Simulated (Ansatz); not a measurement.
CH3FSi, SMILES `F[C][SiH3]` (excited singlet) (charge 0, multiplicity 1). This singlet is an excited state, 0.15 eV above the relaxed triplet at the level frozen-core CCSD(T)/cc-pVTZ // PBE0-D3(BJ)/def2-TZVP (Ansatz, a program for electronic structure).

Z-matrix (Å, degrees):
```
Si
H 1 1.4867
H 1 1.4868 2 109.06
H 1 1.4897 2 110.86 3 -122.32
C 1 1.9511 2 103.42 3 109.53
F 5 1.3065 1 111.37 2 123.25
```
Charge 0, spin multiplicity 1.

Frozen-core energies in 6-31g from Ansatz at a geometry from PBE0-D3(BJ)/def2-TZVP; the HF reference has <S^2> = 0.00 (restricted, and unstable towards unrestricted orbitals) and the T1 diagnostic is 0.018.

```json
[
 {"level": "HF", "energy (Ha)": "-427.72350"},
 {"level": "MP2", "energy (Ha)": "-427.96874"},
 {"level": "CCSD", "energy (Ha)": "-428.00001"},
 {"level": "CCSD(T)", "energy (Ha)": "-428.00677"}
]
```

Q: Estimate the energies of CCSDT, CCSDT(Q) and CCSDTQ, and give each level's difference from CCSDTQ.

A: 
```json
[
 {"level": "MP2", "energy (Ha)": "-427.96874", "difference from CCSDTQ (mHa)": "39.67"},
 {"level": "CCSD", "energy (Ha)": "-428.00001", "difference from CCSDTQ (mHa)": "8.40"},
 {"level": "CCSD(T)", "energy (Ha)": "-428.00677", "difference from CCSDTQ (mHa)": "1.64"},
 {"level": "CCSDT", "energy (Ha)": "-428.00781", "difference from CCSDTQ (mHa)": "0.60"},
 {"level": "CCSDT(Q)", "energy (Ha)": "-428.00845", "difference from CCSDTQ (mHa)": "-0.04"},
 {"level": "CCSDTQ", "energy (Ha)": "-428.00841", "difference from CCSDTQ (mHa)": "0.00"}
]
```
